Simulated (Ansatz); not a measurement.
Ansatz (a first-principles code) job for C5H4O, SMILES O=C1C=CC=C1, CAM-B3LYP/def2-SVPD. Coordinates come from a PBE0-D3(BJ)/def2-SVP optimisation.

Ansatz 0.2 input:
```yaml
crystal:
  periodic: [false, false, false]
  atoms:
    - {symbol: O, position_ang: [0.00000000, -0.00000000, 2.02639717]}
    - {symbol: C, position_ang: [0.00000000, -0.00000000, 0.82186789]}
    - {symbol: C, position_ang: [0.00000000, 1.20234237, -0.08506017]}
    - {symbol: C, position_ang: [0.00000000, 0.74784503, -1.34640284]}
    - {symbol: C, position_ang: [0.00000000, -0.74784503, -1.34640284]}
    - {symbol: C, position_ang: [0.00000000, -1.20234236, -0.08506017]}
    - {symbol: H, position_ang: [0.00000000, 2.22991600, 0.27458189]}
    - {symbol: H, position_ang: [0.00000000, 1.34916568, -2.25699623]}
    - {symbol: H, position_ang: [0.00000000, -1.34916568, -2.25699623]}
    - {symbol: H, position_ang: [0.00000000, -2.22991600, 0.27458189]}
basis:
  gaussian:
    orbitals: def2-SVPD
hamiltonian:
  xc: {name: CAM-B3LYP}
```

Program output:

```
WARN ansatz: RAYON_NUM_THREADS=1 ignored (pool sized by the plan → 1); use --threads N
Functional definition: CAM-B3LYP
integrals: 0.09 GiB planned
1286 factors; their error is unknown
integrals: 0.12 GiB planned
486 factors; integrals over basis functions are off by at most 2.6e-5 eV
mean field: 0.91 GiB planned
mean field evaluation 1: about -7281.7977 eV, gradient 4.9e1 eV
mean field evaluation 2: about -7280.4785 eV, gradient 6.0e1 eV
mean field evaluation 4: about -7286.9033 eV, gradient 2.3e0 eV
mean field evaluation 8: about -7286.9200 eV, gradient 2.5e-1 eV
mean field evaluation 16: about -7286.8560 eV, gradient 1.4e-4 eV
mean field -7286.85595969 eV, -267.7870173101 hartree, gradient 2.4e-5 eV, S^2 0.000000; 0 other end points of the search recorded, 0 dependent functions left out
reference -7286.85608717 eV, -267.7870219951 hartree; 21, 21 occupied and 134, 134 virtual orbitals, 1286 factors
Total energy: -7286.85608717 eV, -267.7870219951 hartree
```

The run converged.

Cost: roughly 4 core-seconds.
